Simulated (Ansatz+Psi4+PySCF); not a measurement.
The numbers below are computed, except where a source is named.
## PySCF 2.14.0 run

```python
from pyscf import gto, scf, mp

mol = gto.M(atom="""
H -0.007280 0.006310 0.022020
Be 0.014160 0.006390 1.317400
H 0.004300 0.019050 2.651190
""", basis={'Be': 'cc-pcvtz', 'H': 'cc-pvtz'}, charge=1, spin=1)
mf = scf.UHF(mol)
mf.kernel()
pt = mp.MP2(mf, frozen=None).run()
print(mf.e_tot, pt.e_corr, pt.e_tot)
```

The script is written out from the run's settings.

The run gave:

```json
{
  "Converged": "yes",
  "Reference energy": "-15.35558 hartree",
  "Correlation energy": "-0.07392 hartree",
  "Total energy": "-15.42950 hartree",
  "Spin squared of the determinant": "0.787"
}
```

Messages of the program:
```
WARN: HOMO -0.332385691259693 >= LUMO -0.332385691259693
WARN: HOMO -0.332385691259693 >= LUMO -0.332385691259693
```

Caution: MP2 on this radical cation hangs on the determinant chosen.
